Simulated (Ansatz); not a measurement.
A made-up structure of BSiH$_{3}$Cl$_{2}$, closed shell:

Cl1  (-1.624, -1.420, -0.537)
B2  (-0.104, -0.950, 0.188)
Si3  (0.282, 0.624, -0.004)
Cl4  (-1.312, 1.538, -1.131)
H5  (0.709, -1.603, 0.810)
H6  (0.405, 1.193, 1.447)
H7  (1.644, 0.619, -0.771)
(Å)

It is relaxed with PBE-D4/def2-SVP and then PBE0-D4/def2-TZVP (Ansatz 0.2.0). Atoms count as bonded within 1.22 times the sum of their covalent radii (H–H: 0.88 Å). The end point is not checked to be a true minimum.

**Question.** Does its bonding change? (Judge from chemistry; the calculation decides.)

**Answer.** Computed: No: no bond forms or breaks.

Where it ends: The first stage lowers the energy by 2.22 eV in 6 steps. It ends as BSiH₃Cl₂ ([Cl][BH][SiH2][Cl]):
Cl1  (-1.633, -1.823, -0.439)
B2  (-0.169, -1.165, 0.207)
Si3  (0.312, 0.777, -0.027)
Cl4  (-1.118, 1.804, -1.091)
H5  (0.545, -1.916, 0.801)
H6  (0.458, 1.428, 1.302)
H7  (1.605, 0.896, -0.752)
(Å)

Labels in which every atom is bracketed show which atoms are joined, not bond orders.

For scale, one of the runs: PBE0-D4/def2-TZVP relaxation, 160 basis functions, launched by `ansatz run in.yaml --threads 2 --pin off --events-out ev --progress --plain --max-ram 4352MiB`. The run took about 9.5 s on 2 CPU threads of an AMD EPYC 9R45 (shared host).
